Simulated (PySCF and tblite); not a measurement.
The numbers below are computed, except where a source is named.
C₇H₈FN, numbered as in [NH2:1][CH2:2][c:3]1[cH:4][cH:5][cH:6][cH:7][c:8]1[F:9].

Conformers came from 90 starts (ETKDG and KDG, MMFF94s, GFN2-xTB); geometries are PBE0-D3(BJ)/def2-SVP. Weights use PBE0-D3(BJ)/def2-SVPD (IEF-PCM, chloroform) energies plus GFN2-xTB zero-point and thermal terms (modes under about 100 cm⁻¹ blended into free rotors). Symmetry numbers and mirror images are counted. Conformers within 3 kcal/mol (GFN2-xTB free energy) were kept, 8 at most. Codes: tblite and PySCF.

An NOE distance is ⟨r⁻⁶⟩^(−1/6) over all pairs of like atoms and, for the average, over conformers.

Torsions listed: H1–N1–C2–C3, N1–C2–C3–C4. Of a mirror pair one member is shown.

```json
{"conformer": "1", "shape": "-62°, -114°", "weight %": "56.8"}
{"conformer": "2", "shape": "170°, -18°", "weight %": "32.9"}
{"conformer": "3", "shape": "-65°, 102°", "weight %": "10.3"}
```

(1) Which H–H contacts under 3.5 Å would NOEs report (pairs on one atom left out) at 298.15 K?

(2) In a model where alignment follows shape alone (order matrix 0.002 × (3G/tr G − 1)/2, G the second moments of the atom positions; splitting J + 2D), what are the one-bond C–H dipolar couplings D?

## Answers

(1) 
```
     pair  in 1 (Å)  in 2 (Å)  in 3 (Å)  average (Å)
H4 ··· H5      2.49      2.51      2.49         2.49
H5 ··· H6      2.49      2.50      2.50         2.49
H6 ··· H7      2.51      2.51      2.51         2.51
H1 ··· H2      2.58      2.48      2.50         2.54
H2 ··· H4      2.62      3.43      2.65         2.77
H1 ··· H4      3.88      2.84      3.57         3.25
```

Longer pairs under the limit may be missing.

(2) H2 9.2 Hz (7.5 in conformer 1), H4 -3.1 Hz (-0.2 in conformer 1), H5 -3.2 Hz (-5.6 in conformer 1), H6 -22.4 Hz (-21.2 in conformer 1), H7 -2.1 Hz (0.5 in conformer 1).
